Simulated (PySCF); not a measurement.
These compounds are isomers of formula C$_{6}$H$_{12}$N$_{2}$.

A. `CC(C)[C@@H]1C=NNC1`
B. triethylenediamine (SMILES C1CN2CCN1CC2)
C. SMILES C(/C(C=C)=N\N)CC

Spectrum 1. $^{1}$H NMR (500 MHz, computed): δ 2.53 (s, 12H). $^{13}$C{$^{1}$H} NMR (computed): δ 50.9 (CH2).

Spectrum 2. $^{1}$H NMR (500 MHz, computed): δ 6.59 (m, 1H), 5.49 (br s, 2H), 5.31 (m, 1H), 5.26 (m, 1H), 2.14 (t, 2H), 1.36 (m, 2H), 1.09 (t, 3H). $^{13}$C{$^{1}$H} NMR (computed): δ 148.6 (CH), 146.6 (C), 114.1 (CH2), 27.4 (CH2), 23.4 (CH2), 17.5 (CH3).

Spectrum 3. $^{1}$H NMR (500 MHz, computed): δ 6.30 (d, 1H), 4.84 (br s, 1H), 3.71 (m, 1H), 3.31 (m, 1H), 3.00 (m, 1H), 1.47 (m, 1H), 1.05 (d, 3H), 0.92 (d, 3H). $^{13}$C{$^{1}$H} NMR (computed): δ 138.4 (CH), 55.4 (CH), 54.9 (CH2), 37.2 (CH), 24.1 (CH3), 17.3 (CH3).

Theory: geometry: GFN2-xTB, PBE0/pcSseg-1 with gauge-including orbitals, in PySCF 2.14.0 with density-fitted response routines (fast rotation and ring inversion assumed for equivalent nuclei, one computed conformer, no solvent, non-relativistic Hamiltonian).

Shifts are taken against calculated references (same method and geometry level): TMS for $^{1}$H (σ = 31.72 ppm), $^{13}$C (σ = 186.93 ppm). Where no couplings were computed, multiplicities follow the n + 1 count of equivalent neighbours, and m marks all less simple cases (inequivalent or close neighbours, rings, F or P nearby). Shifts are as computed. Against solution values, carbons near 30 ppm lie about +3 ppm off and those near 130 ppm about +5 ppm. Of 1211 compounds with measured shifts, 218 miss one by over three times the rms of a fit or turn the order of signals round; such compounds aren't used in these exercises. OH and NH positions are gas-phase values without hydrogen bonding to other molecules.

Question: Match each spectrum to its structure.

Answer: 1–B, 2–C, 3–A.

- Spectrum 1 (B): a single $^{13}$C signal, at 50.9 ppm (sp3 CH2 bonded to N); δH 2.53 is the hydrogen on an sp3 CH2 bonded to N.
- Spectrum 2 (C): 6 $^{13}$C signals; δC 148.6 is an alkene CH; δC 114.1 is a terminal =CH2 carbon.
- Spectrum 3 (A): 6 $^{13}$C signals; δC 54.9 is an sp3 CH2 bonded to N; δC 37.2 is an sp3 CH.
